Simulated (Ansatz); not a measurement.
Gas-phase reaction in SMILES: ClB(Cl)Br → Cl[B]Br + Cl atom (the B-Cl bond at the site shown breaks; other sites are not compared here)
Each molecule is optimised on its own at B3LYP-D3(BJ)/def2-TZVP (Ansatz, an electronic-structure program). Frequencies are from Ansatz.

Quantity: bond dissociation energy (enthalpy at 298 K, with B3LYP-D3(BJ) rigid-rotor harmonic-oscillator terms), in kJ/mol. Cores are frozen in the correlated levels unless marked. UHF or UKS for open shells. No spin-orbit coupling. Frozen are the shells of the preceding noble gas and the d and f shells that filled before the atom's block. No relativistic terms. Basis-set limits of correlation are two-point, X^-3; Hartree-Fock from the larger set.

```csv
level,program,bond dissociation energy (kJ/mol)
revPBE-D4/def2-TZVPD,Ansatz + dftd4,482.2
r2SCAN0/def2-TZVPD,Ansatz,…
HSE06-D4/def2-TZVPD,Ansatz + dftd4,490.5
B2PLYP-D4/def2-TZVPD,Ansatz + dftd4,483.9
SCS-MP2/STO-3G,Ansatz,464.2
SCS-MP2/def2-QZVPP,Ansatz,503.3
"CCSD(T)/CBS(def2-TZVPP,def2-QZVPP)",Ansatz,…
```

**Question.** Fill in the missing entries.

**Answer.** 
- r2SCAN0/def2-TZVPD, bond dissociation energy (kJ/mol): 473.9
- CCSD(T)/CBS(def2-TZVPP,def2-QZVPP), bond dissociation energy (kJ/mol): 495.6
